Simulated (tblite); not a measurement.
Isomers of C7H20BP. Calculated harmonic vibrations of the isolated species, GFN2-xTB (tblite), most abundant isotopes, no scaling. Errors from tens to a few hundred cm⁻¹ against measured bands are possible. Modes of hydrogen on boron can be 10 to 20 % off. One conformer each.

Electronic energies: GFN2-xTB at the same geometries; isomer energies are rough at this level and their order can be wrong.

| SMILES | electronic energy, lowest = 0 (kJ/mol) |
| --- | --- |
| [BH3-][P+](C)(C(C)C)C(C)C | 5.4 |
| [BH3-][P@+](C)(CC)C(C)(C)C | 0.0 |
| [BH3-][P@+](C)(CCC)C(C)C | 5.3 |

Question: How do GFN2-xTB zero-point energies change the relative energies?

Answer: 
```tsv
SMILES	ZPE (kJ/mol)	of it from modes above 1550 cm⁻¹	electronic (kJ/mol)	with ZPE, lowest = 0 (kJ/mol)	lowest mode (cm⁻¹)	rings
[BH3-][P@+](C)(CC)C(C)(C)C	664.9	349.7	0.0	0.0	57	0
[BH3-][P@+](C)(CCC)C(C)C	665.6	348.4	5.3	5.9	25	0
[BH3-][P+](C)(C(C)C)C(C)C	665.4	349.2	5.4	5.9	33	0
```

The zero-point energies span 0.7 kJ/mol, from `[BH3-][P@+](C)(CC)C(C)(C)C` to `[BH3-][P@+](C)(CCC)C(C)C`. The order is unchanged, ties at the printed digit aside.

Question: What do entropy and thermal enthalpy add at 298.15 K and 1 bar (rigid rotor, harmonic oscillator, one conformer each)?

Answer: 
| SMILES | point group | symmetry number | S (J/(mol K)) | H − H(0) (kJ/mol) | ZPE + H − H(0) − TS (kJ/mol) |
| --- | --- | --- | --- | --- | --- |
| [BH3-][P@+](C)(CC)C(C)(C)C | C1 | 1 | 480.6 | 40.55 | 562.2 |
| [BH3-][P@+](C)(CCC)C(C)C | C1 | 1 | 499.6 | 40.98 | 557.6 |
| [BH3-][P+](C)(C(C)C)C(C)C | C1 | 1 | 492.3 | 40.96 | 559.6 |
